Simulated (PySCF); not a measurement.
I²⁺ (iodine, charge +2): UHF calculation

Configuration: [Kr] 4d10 5s2 5p3, high-spin 4S determinant. All numbers are calculated (PySCF 2.14, scalar relativity through the core potential, in cc-pV5Z-PP with ECP28MDF (7s7p5d3f2g1h, 103 functions)).

* Total energy: -293.663075 hartree
* One-electron energy: -495.7605 hartree
* Hartree (Coulomb) energy: 222.6305 hartree
* Exchange energy: -20.5332 hartree
* ⟨S²⟩: 3.7515
* ⟨L²⟩: 0.000
* Sum of ⟨r⟩: 26.17 bohr
* Sum of ⟨r²⟩: 40.20 bohr²
* Time after the integrals: 1.6 s of wall time on 1 thread of Neoverse-N1 (shared host)

```
shell  electrons  mean orbital energy (hartree)  rms radius, mean of both spins (bohr)
 4s α          1                       -8.50109                                  0.796
 4s β          1                       -8.47197                                  0.796
 4p α          3                       -6.32412                                  0.853
 4p β          3                       -6.29502                                  0.853
 4d α          5                       -3.04724                                  0.995
 4d β          5                       -3.02487                                  0.995
 5s α          1                       -1.66425                                   2.03
 5s β          1                       -1.36841                                   2.03
 5p α          3                       -1.11400                                   2.34
```

Energies and moments cover only the electrons outside the core potential.
